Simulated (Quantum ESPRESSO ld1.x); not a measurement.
All-electron atom: Ta2+ in [Xe] 4f14 5d2 6s1 (not the ground configuration). Calculated with ld1.x of Quantum ESPRESSO 7.5: Dirac Kohn-Sham, PW91, spin-unpolarised, spherical densities, point nucleus; open shells fill j = l - 1/2 first.

Radial electron density D(r) = 4 pi r^2 rho(r):

r (bohr),D(r) (e/bohr)
0.0006875,4.122
0.0008004,5.243
0.0009317,6.652
0.001076,8.309
0.001253,10.47
0.001458,13.14
0.001698,16.40
0.001976,20.37
0.002283,24.84
0.002657,30.41
0.003093,36.90
0.003601,44.30
0.004192,52.55
0.004881,61.48
0.005637,70.28
0.006562,79.50
0.007639,88.07
0.008893,95.29
0.01035,100.5
0.01196,102.9
0.01392,102.8
0.0162,100.1
0.01886,96.10
0.02196,92.41
0.02536,91.24
0.02953,94.22
0.03437,102.2
0.04002,113.8
0.04659,125.4
0.0538,132.2
0.06263,131.6
0.07292,122.9
0.08488,110.9
0.09882,103.2
0.115,105.0
0.1329,113.8
0.1547,121.3
0.1801,116.9
0.2096,98.47
0.244,75.78
0.2818,62.73
0.3281,63.06
0.382,70.56
0.4447,72.85
0.5176,64.21
0.5978,49.59
0.696,34.66
0.8102,24.52
0.9432,18.75
1.098,14.85
1.268,11.39
1.476,7.827
1.719,4.893
2.001,2.910
2.329,1.750
2.712,1.079
3.132,0.6600
3.646,0.3486
4.244,0.1536
4.941,0.05466
5.752,0.01450
6.643,0.002848
7.733,0.0003456

D(r) has 4 maxima, at r = 0.0127, 0.0574, 0.160, 0.427 bohr, and minima at 0.0248, 0.104, 0.303 bohr, inside which lie 2.01, 11.12, 29.93 electrons.
